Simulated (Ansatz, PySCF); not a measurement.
C4H9FSi, SMILES CC[SiH2]/C=C\F. Atoms are numbered in the order given.

```xyz
15

C     -3.1900     0.0732    -0.1338
C     -1.8671    -0.5078    -0.6241
Si    -0.3437     0.2271     0.2076
C      1.1960    -0.5814    -0.4947
C      2.4325    -0.2724    -0.1159
F      2.6771     0.6537     0.8106
H     -3.2442     1.1596    -0.3082
H     -4.0520    -0.3835    -0.6450
H     -3.3273    -0.0889     0.9472
H     -1.7584    -0.3597    -1.7131
H     -1.8410    -1.6004    -0.4656
H     -0.4132     0.0064     1.6872
H     -0.2998     1.7062    -0.0216
H      1.1172    -1.3574    -1.2631
H      3.3596    -0.7156    -0.4963
```
Charge 0, spin multiplicity 1.

Geometry optimised at PBE0-D3(BJ)/def2-SVP. The structure was generated by enumeration; whether it is a known compound was not checked. Other conformers were not sampled.

Two levels are set side by side: PBE-D3(BJ)/def2-SVP (Ansatz, a first-principles code) and PBE0-D3(BJ)/def2-SVP (Ansatz). Each level has its own optimised geometry; the coordinates shown are those of the second. Frequencies come from the Hessian of PySCF at each geometry. Differences are taken from unrounded values.

```csv
quantity,PBE0-D3(BJ),PBE-D3(BJ),PBE-D3(BJ) minus PBE0-D3(BJ)
mean bond length (Å),1.332,1.342,0.010
bond C1–C2 (Å),1.526,1.534,0.009
bond C2–Si3 (Å),1.885,1.897,0.012
bond Si3–C4 (Å),1.875,1.883,0.008
bond C4–C5 (Å),1.330,1.341,0.011
bond C5–F6 (Å),1.333,1.348,0.015
bond C1–H7 (Å),1.102,1.110,0.008
bond C1–H8 (Å),1.101,1.110,0.008
bond C1–H9 (Å),1.102,1.110,0.008
bond C2–H10 (Å),1.104,1.112,0.008
bond C2–H11 (Å),1.104,1.112,0.008
bond Si3–H12 (Å),1.498,1.508,0.011
bond Si3–H13 (Å),1.497,1.508,0.011
bond C4–H14 (Å),1.095,1.103,0.008
bond C5–H15 (Å),1.096,1.105,0.009
highest harmonic wavenumber (cm⁻¹),3215,3118,-98
mean harmonic wavenumber (cm⁻¹),1327,1283,-44
zero-point energy (kcal/mol),73.98,71.54,-2.44
```

GGA bonds tend to be longer and softer than those of functionals with exact exchange. Differences between two approximate levels are no errors against the true value.
